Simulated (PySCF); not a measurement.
# Core binding energy against partial charge

Species: C₃H₆O₃Si.
Bonds: C1–C2 (double), C2–O3, O3–Si4, Si4–C5, C5–O6 (double), C5–O7. Hydrogens: H8, H9 on C1; H10 on C2; H11, H12 on Si4; H13 on O7.

Binding energies: delta-SCF UKS SCAN, pcX-2 on the ionised atom, pcseg-1 elsewhere, spin-free X2C in PySCF. Charges: PBE0/pcSseg-1 ground-state density, for the ionised atom.

| atom | environment | O 1s (eV) | Mulliken (e) | IAO (e) | Hirshfeld (e) | ESP (e) |
| --- | --- | --- | --- | --- | --- | --- |
| O6 | acid carbonyl oxygen | 538.23 | -0.398 | -0.445 | -0.247 | -0.494 |
| O3 | silyl ether oxygen | 538.66 | -0.595 | -0.584 | -0.199 | -0.309 |
| O7 | acid hydroxyl oxygen | 540.35 | -0.351 | -0.468 | -0.172 | -0.594 |

Q: Give the correlation coefficient and slope of binding energy on charge for each scheme.

A: Hirshfeld: r = 0.88, slope 26.0 eV per e; Mulliken: r = 0.49, slope 4.2 eV per e; IAO: r = 0.17, slope 2.6 eV per e; ESP: r = -0.63, slope -4.9 eV per e. Hirshfeld charges have the highest r, on only 3 points.

Q: The point-charge model writes a binding energy as kq + V + constant, with V the potential of the other atoms' charges at the site. What does it give with the ESP charges?

A: V = Σ 14.40 eV Å × q/r over all other atoms: +6.42 eV at O6, +3.66 eV at O3, +10.17 eV at O7. Fitting binding energy − V to q gives k = 17.0 eV per e and leaves an rms residual of 0.02 eV, against 0.71 eV for the fit on q alone. The model has no term for differences in relaxation between sites.

One conformer (not necessarily the lowest) at the PBE0-D3(BJ)/def2-SVP geometry, without solvent, vibrations or thermal averaging.

Shape of the structure used: `[CH2:1]=[CH:2][O:3][SiH2:4][C:5](=[O:6])[OH:7]`: C1–C2–O3–Si4 156°, C2–O3–Si4–C5 47°, O3–Si4–C5–O6 -24°, H–O7–C5–Si4 178°.
